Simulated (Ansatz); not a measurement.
`N[Si@H](F)[Si@@H](N)F` + `C[SiH3]` → `N[SiH](F)C[SiH3]` + `N[SiH2]F`  (formal exchange of groups at the Si–Si bond)

Calculated with Ansatz (gas phase, PBE0-D4/def2-TZVP geometries, no zero-point term in ΔE). CBS: MP2 limit from def2 TZ/QZ plus the TZ coupled-cluster correction, frozen cores. This one scheme is used for every species. DFT in def2-TZVPP. B3LYP here is the variant with VWN-RPA as its local correlation; programs differ in this. One conformer a species, not always the lowest.

`N[Si@H](F)[Si@@H](N)F`:

```xyz
12

N    -1.897    0.132   -0.637
Si   -0.575   -0.940   -0.727
F    -0.270   -1.502   -2.205
Si    1.284    0.267    0.029
N     1.095    0.498    1.703
F     1.283    1.639   -0.824
H    -1.821    1.073   -0.989
H    -2.850   -0.194   -0.656
H    -0.931   -2.132    0.082
H     2.624   -0.332   -0.183
H     0.200    0.718    2.107
H     1.857    0.772    2.301
```

`C[SiH3]`:

Z-matrix (Å, degrees):
```
C
Si 1 1.871
H 1 1.092 2 110.8
H 1 1.092 2 110.8 3 -120.0
H 1 1.092 2 110.8 3 120.0
H 2 1.488 1 110.7 3 -179.9
H 2 1.488 1 110.7 3 -59.9
H 2 1.488 1 110.7 3 60.1
```

`N[SiH](F)C[SiH3]`:

Cartesian coordinates in Å:
```
N -1.020 -0.724 -1.468
Si -0.500 0.806 -0.940
F 0.046 1.742 -2.128
C 0.871 0.602 0.290
Si 0.493 -0.619 1.660
H -0.373 -1.471 -1.660
H -1.881 -0.841 -1.975
H -1.678 1.519 -0.394
H 1.091 1.583 0.726
H 1.781 0.283 -0.232
H -0.852 -0.360 2.238
H 0.525 -2.008 1.132
H 1.498 -0.513 2.753
```

`N[SiH2]F`:

```xyz
7

N    -0.651   -0.754    0.326
Si    0.308    0.520   -0.251
F     1.868    0.398    0.107
H    -0.672   -1.652   -0.127
H    -0.932   -0.814    1.291
H    -0.154    1.774    0.382
H     0.232    0.527   -1.728
```

| level | ΔE (kJ/mol) |
| --- | --- |
| r2SCAN-D4 | -28.5 |
| B3LYP-D4 | -25.2 |
| ωB97X-V | -29.2 |
| r2SCAN | -28.4 |
| PBE0 | -22.6 |
| B3LYP | -23.9 |
| HF/def2-QZVPP | -38.5 |
| CCSD/CBS(def2) | -34.9 |

(1) What does CCSD(T)/CBS give? (An estimate is asked.)

Largest T1 diagnostic among the species: 0.012.

Answers

(1) Computed: -34.4 kJ/mol. The listed levels differ from it by 5.9, 9.2, 5.2, 6.0, 11.8, 10.5, -4.1, -0.5 kJ/mol.

From PBE to PBE0 (25 % exact exchange), in def2-TZVPP and without D4, ΔE moves by −7.6 kJ/mol.
